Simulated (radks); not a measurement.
Question: Valence configurations of Cr I (all share [Ar]). Calculated with a radial shooting solver on a logarithmic mesh with Libxc functionals: Dirac Kohn-Sham, PBE, spin-unpolarised, spherical densities, finite nucleus; open shells fill j = l - 1/2 first; Fermi nuclear charge, rms radius 3.6452 fm. Order these by energy: 3d5 4s1; 3d6; 3d5 4p1; 3d4.5 4s1.5; 3d3 4s1 4p2; 3d4 4s1 4p1; 3d4 4s2; 3d3 4s2 4p1; 3d5 4s0.5 4p0.5; 3d5.5 4s0.5.

Answer: From the lowest, in eV above it: 3d4.5 4s1.5 0.000; 3d4 4s2 0.190; 3d5 4s1 0.350; 3d5.5 4s0.5 1.101; 3d5 4s0.5 4p0.5 1.874; 3d6 2.129; 3d5 4p1 3.449; 3d4 4s1 4p1 3.766; 3d3 4s2 4p1 6.996; 3d3 4s1 4p2 11.297. NIST lists [Ar] 3d5 4s1 as the ground configuration; this level of theory puts 3d4.5 4s1.5 lower, by 0.350 eV. The energies are those of spherical spin-averaged densities, not of single terms.
